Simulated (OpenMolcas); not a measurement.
**In II: CASPT2 settings compared**

* Program: OpenMolcas 26.06
* Basis: ANO-R1 [6s5p3d1f]
* Scalar Hamiltonian: X2C, finite nucleus
* Active space: 2 electrons in 4 orbitals (5s 5p)
* State averaging: 2S+1 = 3 even, 3 roots (0 in the spin-orbit step); 2S+1 = 1 even, 1 root kept (CI in the orbitals of an earlier block); 2S+1 = 3 odd, 3 roots; 2S+1 = 1 odd, 3 roots kept (CI in the orbitals of an earlier block)
* Spin-orbit coupling: state interaction with AMFI integrals over the reference wave functions, term energies averaged over their components

Methods on the same reference wave functions:
A. CASSCF
B. SS-CASPT2, IPEA 0.15 Eh, imaginary shift 0.3 Eh (closed shells correlated: 4s 4p 4d)
C. SS-CASPT2, IPEA 0.15 Eh, sigma1 regulariser 0.4 Eh (closed shells correlated: 4d)
D. XMS-CASPT2, IPEA 0.6 Eh, no level shift (closed shells correlated: 4d)

Energies in cm⁻¹ above 5s² ¹S₀, the measured ground level; measured values from NIST Handbook of Basic Atomic Spectroscopic Data.

```json
{"Level": "5s² ¹S₀", "A": "0.0", "B": "0.0", "C": "0.0", "D": "0.0", "Measured": "0.0"}
{"Level": "5s 5p ³P°₀", "A": "37937", "B": "42290", "C": "42220", "D": "42030", "Measured": "42276"}
{"Level": "5s 5p ³P°₁", "A": "38922", "B": "43240", "C": "43170", "D": "42990", "Measured": "43351"}
{"Level": "5s 5p ³P°₂", "A": "41125", "B": "45480", "C": "45410", "D": "45220", "Measured": "45830"}
{"Level": "5s 5p ¹P°₁", "A": "68210", "B": "63610", "C": "63620", "D": "63580", "Measured": "63038"}
```

Deviations, from unrounded energies. A percentage is the sum of absolute deviations over the sum of measured energies, with the sign that they share, or ± where signs differ.

```
           Against measurement  Levels     A     B     C     D
mean absolute deviation (cm-1)       4  4700   260   310   440
      other configurations (%)       4  ±9.6  ±0.5  ±0.6  ±0.9
```

B lies closest to measurement on these levels and A furthest from it. The largest miss of B in the table is 5s 5p ¹P°₁, by +570 cm-1. The ranking rests on the paired levels alone, and a cruder setting can come out closer through cancelling errors.

Among B to D the level of the table that moves most is 5s 5p ³P°₂, by 260 cm-1 (lowest in D, highest in B). Moves below CASPT2's spread within the term are not significant.

The lowest spin-free term lies below A's lowest term by 0.449 hartree in B, 0.350 hartree in C, 0.348 hartree in D.

CASPT2 breaks the degeneracy within a term, and the mean is taken; among the terms shown or strongly mixed into the levels shown the widest spread is 61 cm-1 (5s 5p ¹P°, D). Some high roots are left out of the spin-orbit mixing, which shifts the levels that they would mix with. Terms from blocks run as CI alone lack orbitals of their own. Without dynamic correlation excited terms often stand tens of per cent too high (terms of higher spin than the ground term too low), and those without a measured partner can miss by more than the paired ones (holds for A). Computed and measured levels are paired by configuration, term and J; levels that our copy of the source lacks, or whose pairing is in doubt (as where it misses far off the trend of its configuration), stay unpaired and out of the deviations. Only configurations of the active space appear.

° marks odd parity.
